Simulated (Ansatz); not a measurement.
Total energies of `c1ccc(CCOc2ccccc2)cc1` from Ansatz at PBE0-D4/def2-SVP, gas phase (1 Eh = 27.2114 eV = 2625.5 kJ/mol). The reference geometry is relaxed at r2SCAN-D4/def2-SVP.

Cartesian coordinates in Å:
```
C 2.950 -3.006 2.506
C 2.149 -3.556 1.500
C 1.678 -2.749 0.460
C 2.000 -1.384 0.406
C 1.448 -0.505 -0.687
C 0.101 0.088 -0.295
O -0.342 0.894 -1.371
C -1.531 1.538 -1.258
C -1.912 2.323 -2.361
C -3.117 3.021 -2.336
C -3.959 2.951 -1.218
C -3.577 2.170 -0.127
C -2.368 1.462 -0.133
C 2.799 -0.843 1.426
C 3.272 -1.646 2.467
H 3.325 -3.637 3.317
H 1.897 -4.620 1.520
H 1.061 -3.187 -0.332
H 1.315 -1.078 -1.619
H 2.140 0.323 -0.909
H 0.200 0.692 0.628
H -0.630 -0.718 -0.087
H -1.241 2.364 -3.222
H -3.402 3.628 -3.201
H -4.905 3.500 -1.202
H -4.224 2.106 0.754
H -2.093 0.859 0.734
H 3.064 0.220 1.393
H 3.902 -1.209 3.248
```

```csv
state,geometry,energy (Eh)
charge 0 singlet,reference,-616.00295
charge 1 doublet,reference,-615.70672
charge 1 doublet,relaxed at r2SCAN-D4/def2-SVP,-615.71181
charge -1 doublet,reference,-615.96251
free C atom (triplet),–,-37.76066
free O atom (triplet),–,-74.92490
free H atom (doublet),–,-0.50029
```

(1) Work out the vertical ionisation energy to the doublet.

(2) Work out the vertical electron affinity, to the doublet.

(3) Give the fundamental gap IE − EA, the Mulliken electronegativity (IE + EA)/2 and the hardness (IE − EA)/2.

(4) How much does the charge 1 doublet relax, and what is the adiabatic ionisation energy?

(5) What is the binding energy per atom against free atoms?

(1) E(charge 1 doublet) − E(charge 0 singlet) = -615.70672 − (-616.00295) = 0.29623 Eh = 8.06 eV. For comparison, −ε of the highest occupied level is 6.35 eV at this level, 1.71 eV less.

(2) E(charge 0 singlet) − E(charge -1 doublet) = -616.00295 − (-615.96251) = -0.04044 Eh = -1.10 eV; negative, so the extra electron isn't bound. The basis lacks diffuse functions, which makes affinities too small.

(3) From the values in Eh: IE − EA = 0.29623 − (-0.04044) = 0.33667 Eh = 9.16 eV; (IE + EA)/2 = 3.48 eV; (IE − EA)/2 = 4.58 eV. The HOMO–LUMO gap of the same run is 6.09 eV, 3.07 eV smaller than the fundamental gap.

(4) Relaxation: -615.70672 − (-615.71181) = 0.00509 Eh = 0.14 eV. Adiabatic ionisation energy: 0.29114 Eh = 7.92 eV, without zero-point energy. 

(5) Atoms: 14 × (-37.76066) + 1 × (-74.92490) + 14 × (-0.50029) = -610.57820 Eh. Binding: -610.57820 − (-616.00295) = 5.42475 Eh = 147.62 eV, or 5.09 eV for each of 29 atoms (no zero-point energy, no counterpoise term).

At PBE0-D4/def2-SVP the highest occupied level of the charge -1 doublet lies above zero (up to 2.47 eV). By energy differences it is unbound by 1.10 eV (vertical, to the charge 0 singlet, at PBE0-D4/def2-SVP) and held by the finite basis.
